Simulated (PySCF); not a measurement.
**Low-lying terms of Rb+ (rubidium, charge +1)**

Ground state [Kr], ¹S. Computed with PySCF 2.14 in x2c-TZVPall with one added diffuse shell each of s, p, d type (9s7p7d1f, 72 functions), with the spin-free X2C one-electron Hamiltonian (Gaussian nucleus). Vertical excitation energies in eV without spin-orbit coupling; excited terms of each kind are numbered among those the solver found. Frozen: [Ar].

```tsv
term	leading excitation	EOM-EE-CCSD
1 3P°	4p → s	16.715
1 1P°	4p → s	17.076
1 3S	4p → p	19.205
1 3D	4p → p	19.600
1 1D	4p → p	19.715
1 1P	4p → p	19.819
1 3P	4p → p	19.831
1 1S	4p → p	20.263
2 1P°	4p → d	21.057
2 3P°	4p → d	22.979
1 3F°	4p → d	23.111
1 1D°	4p → d	23.299
1 1F°	4p → d	23.310
2 3D	4p → p	23.342
2 1D	4p → p	23.377
```

The spin-orbit splitting of the hole, absent here, rivals or exceeds the spacing of these terms, so the LS terms are model states.

The solver can miss terms. Rydberg members are limited by the diffuse functions of the basis.
